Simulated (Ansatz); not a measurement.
Complex (SMILES): F (HF) with Cl (HCl), atoms 1 to 2 the first; geometry from B3LYP-D3(BJ)/def2-TZVP, monomers rigid:
```xyz
4

F     -0.1993     0.2587    -0.2561
H     -0.6953    -0.4360     0.1164
Cl    -1.4096    -2.1732     1.4289
H     -0.3348    -2.0986     2.1286
```

Basis-set convergence of the uncorrected interaction energy at CCSD(T) with Ansatz (a first-principles code). All functions are spherical. Cores are frozen. No added dispersion term, no relativity. Functions are those of the species that has most. Reference: the counterpoise-corrected one, Hartree-Fock in aug-cc-pV(Q+d)Z plus the correlation part extrapolated as X^-3 from aug-cc-pV(T+d)Z and aug-cc-pV(Q+d)Z, -3.03 kcal/mol, itself unsure by roughly 0.04 kcal/mol (a third of the extrapolation step and of the last Hartree-Fock step, counterpoise-corrected). Deviations are taken from unrounded values. Cost is core time over that of jun-cc-pV(T+d)Z, rough, on shared machines of one kind; a dash marks a row that isn't timed (too short, read off another run, short of memory, by another algorithm or on other hardware).

```tsv
basis	functions	cost
cc-pV(D+d)Z	47	-
aug-cc-pV(D+d)Z	73	0.4×
cc-pV(T+d)Z	97	0.6×
jun-cc-pV(T+d)Z	115	1×
aug-cc-pV(T+d)Z	147	2×
cc-pV(Q+d)Z	179	4×
aug-cc-pV(Q+d)Z	261	20×
cc-pV(5+d)Z	301	-
```

Which is the smallest correlation-consistent set listed that can be trusted to 0.2 kcal/mol here, that is, within that of the reference together with its larger relatives (same family, alike in diffuse functions; a set with none to test it counts only in the reference's own line)?

The smallest set listed that lies within 0.2 kcal/mol of the reference with all its larger relatives (same family, alike in diffuse functions; a set with none counts only in the reference's own line) is cc-pV(T+d)Z (97 functions, 0.6× in cost, 0.04 kcal/mol off). Inside the window by cancellation, since a larger relative falls out: aug-cc-pV(D+d)Z, jun-cc-pV(T+d)Z. Value minus reference: cc-pV(D+d)Z 0.34, aug-cc-pV(D+d)Z -0.03, cc-pV(T+d)Z 0.04, jun-cc-pV(T+d)Z 0.10, aug-cc-pV(T+d)Z -0.28, cc-pV(Q+d)Z 0.05, aug-cc-pV(Q+d)Z -0.12, cc-pV(5+d)Z 0.01 kcal/mol.
